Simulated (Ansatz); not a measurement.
`CB[SiH3]` + `F[SiH2]N[SiH3]` → `F[SiH2]N([SiH3])[SiH3]` + `BC` at 400 K and 1 bar (cleavage of the Si–B bond).

Computed with Ansatz on PBE0-D4/def2-TZVP structures; ΔE is electronic, products minus reactants. CCSD(T)/CBS adds triple-zeta CCSD(T) − MP2 to the extrapolated MP2 energy (def2 sets, frozen cores). This one scheme is used for every species. Each species was taken in one conformer, which may not be the lowest.

```json
{"species": "`CB[SiH3]`", "CCSD(T)/CBS energy (Eh)": "-356.10570", "H − E (kJ/mol)": "218.4", "S (J/(mol·K))": "345.4"}
{"species": "`F[SiH2]N[SiH3]`", "CCSD(T)/CBS energy (Eh)": "-736.37696", "H − E (kJ/mol)": "194.2", "S (J/(mol·K))": "372.8"}
{"species": "`F[SiH2]N([SiH3])[SiH3]`", "CCSD(T)/CBS energy (Eh)": "-1026.67748", "H − E (kJ/mol)": "245.2", "S (J/(mol·K))": "439.6"}
{"species": "`BC`", "CCSD(T)/CBS energy (Eh)": "-65.83255", "H − E (kJ/mol)": "164.9", "S (J/(mol·K))": "265.6"}
```

H − E and S are ideal-gas, rigid-rotor, harmonic terms from PBE0-D4/def2-TZVP, for one conformer and one mirror image of each species. 1 Eh = 2625.50 kJ/mol, R = 8.31446 J/(mol·K).

Task: By hand: ΔE, ΔH, ΔS and ΔG.

Result: ΔE = (-1026.67748) + (-65.83255) − (-356.10570) − (-736.37696) = -0.02737 Eh = -71.9 kJ/mol. Δ(H − E) = 245.2 + 164.9 − 218.4 − 194.2 = -2.5, so ΔH = -74.4 kJ/mol. ΔS = 439.6 + 265.6 − 345.4 − 372.8 = -13.0 J/(mol·K). ΔG = -74.4 − 400 × (-13.0)/1000 = -69.2 kJ/mol.

Task: By hand: the equilibrium constant, and the temperature at which ΔG would vanish if ΔH and ΔS stayed fixed.

Result: log₁₀ K = −ΔG/(RT ln 10) = 9.0. ΔG = 0 at ΔH/ΔS = 5723 K, far beyond where these terms or the molecules hold.

The number of gas molecules stays the same, so ΔS is small and ΔH decides. A doubt of 5 kJ/mol in ΔE shifts log₁₀ K by 0.7 here. Other conformers and mirror images would add mixing entropy, several J/(mol·K) or more a flexible species. Modes under 60 cm⁻¹, often nearly free rotors, make the harmonic entropy too high. These are equilibria of isolated gas molecules and say nothing of rates. Largest T1 diagnostic: 0.012 (customary marks: 0.02 for closed shells, 0.045 for open ones).
